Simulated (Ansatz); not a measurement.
Species: MgBr (charge 0, doublet). SMILES: [Mg][Br]
Geometry: optimised at B3LYP-D3(BJ)/def2-TZVP (Ansatz, a program for electronic structure).

Parts of the frozen-core correlation energy in def2-SVP (Ansatz, hartree). Frozen orbitals: 19; correlated occupied orbitals by spin: 5 and 4; virtual: 26 and 27. Open shells are spin-unrestricted. No spin-orbit coupling. Non-relativistic.

| term | value |
|---|---|
| reference (HF) | -2771.70900 |
| MP2 opposite-spin | … |
| MP2 same-spin | … |
| CCSD correlation | … |
| (T) | -0.00315 |
| CCSDT minus CCSD(T) | -0.00035 |
| T1 diagnostic | 0.012 |
| largest doubles amplitude | 0.034 |
| <S^2> of the reference | 0.751 |

### Question
Fill in the missing entries.

### Answer

- MP2 opposite-spin, value: -0.09534
- MP2 same-spin, value: -0.03565
- CCSD correlation, value: -0.14309
